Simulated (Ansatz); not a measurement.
```yaml
crystal:
  periodic: [false, false, false]
  atoms:
    - {symbol: F, position_ang: [-1.490577, -1.246006, -0.230450]}
    - {symbol: Sb, position_ang: [0.640107, -2.013469, -0.610807]}
    - {symbol: O, position_ang: [0.916492, -0.209619, -1.289011]}
    - {symbol: C, position_ang: [0.509562, 0.821401, -0.342035]}
    - {symbol: Al, position_ang: [-0.566861, -0.254788, 0.946029]}
    - {symbol: H, position_ang: [-0.047092, 1.576950, -0.908532]}
    - {symbol: H, position_ang: [1.410899, 1.313485, 0.040072]}
    - {symbol: H, position_ang: [-1.280328, -0.044954, 2.338835]}
basis:
  gaussian: {orbitals: def2-TZVPP}
total_charge: -1
magnetization: {spin_polarized: true, initial_magnetization: 1}
hamiltonian: {xc: {name: r2SCAN50}, dispersion: d4}
kpoints: {mp_grid: {grid: [2, 2, 2]}}
output: {forces: true}
```

```sh
$ ansatz run in.yaml --threads 4 --pin off --events-out ev --progress --plain --max-ram 10444MiB
```

Output, abridged:

```
Error: invalid value for `basis.gaussian`: such a run doesn't read kpoints; remove what it names
```

Question: Something in this input is off. What?

Answer: The input holds a key that doesn't belong there. The input was rejected before any iteration.
